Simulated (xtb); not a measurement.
xtb input (GFN2-xTB):

```bash
xtb mol.xyz --gfn 2 --sp --chrg 0 --uhf 0
```
mol.xyz:
```
4

Ca     0.16818963     0.03966886     0.10784314
F      0.89604762     0.79497334    -1.62098023
O     -1.19157903    -0.83678527     1.32656272
H     -1.89558885    -1.25385498     1.81945753
```

End of the output:

```
         :::::::::::::::::::::::::::::::::::::::::::::::::::::
         ::                     SUMMARY                     ::
         :::::::::::::::::::::::::::::::::::::::::::::::::::::
         :: total energy              -9.802982056710 Eh    ::
         :: gradient norm              0.029573076625 Eh/a0 ::
         :: HOMO-LUMO gap              1.030541750681 eV    ::
         ::.................................................::
         :: SCC energy                -9.824780697731 Eh    ::
         :: -> isotropic ES            0.157262575846 Eh    ::
         :: -> anisotropic ES          0.007976036576 Eh    ::
         :: -> anisotropic XC          0.000090052304 Eh    ::
         :: -> dispersion             -0.001056852593 Eh    ::
         :: repulsion energy           0.021798641022 Eh    ::
         :: add. restraining           0.000000000000 Eh    ::
         :: total charge               0.000000000135 e     ::
         :::::::::::::::::::::::::::::::::::::::::::::::::::::

           -------------------------------------------------
          |                Property Printout                |
           -------------------------------------------------

    * Orbital Energies and Occupations

         #    Occupation            Energy/Eh            Energy/eV
      -------------------------------------------------------------
         1        2.0000           -0.7514809             -20.4488
         2        2.0000           -0.6390393             -17.3891
         3        2.0000           -0.5217898             -14.1986
         4        2.0000           -0.4558070             -12.4031
         5        2.0000           -0.4512669             -12.2796
         6        2.0000           -0.4510657             -12.2741
         7        2.0000           -0.4080925             -11.1048
         8        2.0000           -0.4080129             -11.1026 (HOMO)
         9                         -0.3701411             -10.0721 (LUMO)
        10                         -0.1612187              -4.3870
        11                         -0.1508201              -4.1040
        12                          0.0366688               0.9978
        13                          0.0405858               1.1044
        14                          0.0412332               1.1220
        15                          0.0894632               2.4344
        16                          0.1290235               3.5109
        17                          0.3326632               9.0522
        18                          0.5039110              13.7121
      -------------------------------------------------------------
                  HL-Gap            0.0378717 Eh            1.0305 eV
             Fermi-level           -0.3887672 Eh          -10.5789 eV
Note: The following floating-point exceptions are signalling: IEEE_UNDERFLOW_FLAG IEEE_DENORMAL
normal termination of xtb

     #   Z          covCN         q      C6AA      α(0)
     1  20 Ca       1.283     0.721   389.696    66.572
     2   9 F        0.605    -0.398    13.543     4.341
     3   8 O        1.470    -0.630    26.086     6.885
     4   1 H        0.819     0.307     0.698     1.312

 Mol. C6AA /au·bohr⁶  :        761.925971
 Mol. C8AA /au·bohr⁸  :      74867.542475
 Mol. α(0) /au        :         79.109518

Wiberg/Mayer (AO) data.
largest (>0.10) Wiberg bond orders for each atom

 ---------------------------------------------------------------------------
     #   Z sym  total        # sym  WBO       # sym  WBO       # sym  WBO
 ---------------------------------------------------------------------------
     1  20 Ca   1.964 --     3 O    1.008     2 F    0.919
     2   9 F    1.032 --     1 Ca   0.919     3 O    0.101
     3   8 O    1.965 --     1 Ca   1.008     4 H    0.856     2 F    0.101
     4   1 H    0.906 --     3 O    0.856
 ---------------------------------------------------------------------------

Topologies differ in total number of bonds
Writing topology from bond orders to xtbtopo.mol

molecular dipole:
                 x           y           z       tot (Debye)
 q only:       -0.125      -0.274       0.841
   full:        0.147      -0.239       1.123       2.941
molecular quadrupole (traceless):
                xx          xy          yy          xz          yz          zz
 q only:        2.066      -0.953       1.435       2.836       2.763      -3.501
  q+dip:        2.864      -0.597       1.367       2.958       2.964      -4.232
   full:        3.234      -1.502       2.152       4.604       4.344      -5.386

           -------------------------------------------------
          | TOTAL ENERGY               -9.802982056710 Eh   |
          | GRADIENT NORM               0.029573076625 Eh/α |
          | HOMO-LUMO GAP               1.030541750681 eV   |
           -------------------------------------------------

------------------------------------------------------------------------
------------------------------------------------------------------------
 total:
 SCF:
```
